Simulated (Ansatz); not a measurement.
C2H9NOSi, SMILES `CC(N)O[SiH3]`. Charge 0, multiplicity 1.

Cartesian coordinates in Å:
```
C -1.126 -0.678 0.872
C -0.287 -0.512 -0.376
N 0.015 -1.780 -0.947
O 0.913 0.210 -0.059
Si 1.019 1.846 0.019
H -0.572 -1.256 1.616
H -2.052 -1.203 0.636
H -1.370 0.291 1.310
H -0.841 0.067 -1.128
H 0.519 -2.356 -0.283
H 0.594 -1.676 -1.771
H 0.396 2.462 -1.188
H 2.462 2.180 0.082
H 0.331 2.403 1.218
```

Task: List the harmonic frequencies (cm⁻¹, unscaled) at PBE0-D4/def2-TZVP in Ansatz. (Best estimate.)

Result: Ansatz gave: 42, 107, 168, 243, 320, 394, 420, 502, 699, 718, 772, 849, 926, 938, 961, 981, 1007, 1031, 1100, 1198, 1289, 1373, 1398, 1442, 1480, 1482, 1666, 2197, 2204, 2251, 3015, 3056, 3133, 3151, 3528, 3614.

Task: Is this a minimum?

Result: Yes, all 36 modes are real.

Task: Give the ideal-gas thermochemistry at 298.15 K and 1 bar (rigid rotor, harmonic oscillator; point group C1, symmetry number 1).

Result: Zero-point energy 297.0 kJ/mol; H(298) − E = 319.0 kJ/mol; entropy 353.7 J/(mol·K), of which translation 165.1, rotation 111.5, vibration 77.0; G(298) − E = 213.6 kJ/mol. Modes under 100 cm⁻¹ are hindered rotations or soft bends, so the harmonic entropy is rough.

Task: And at 400, 500, 600, 800 and 1000 K?

Result: 
```tsv
T (K)	H − E (kJ/mol)	S (J/mol/K)	G − E (kJ/mol)
400	332.4	392.1	175.6
500	348.3	427.4	134.6
600	366.5	460.5	90.2
800	408.2	520.3	-8.0
1000	455.5	573.0	-117.5
```
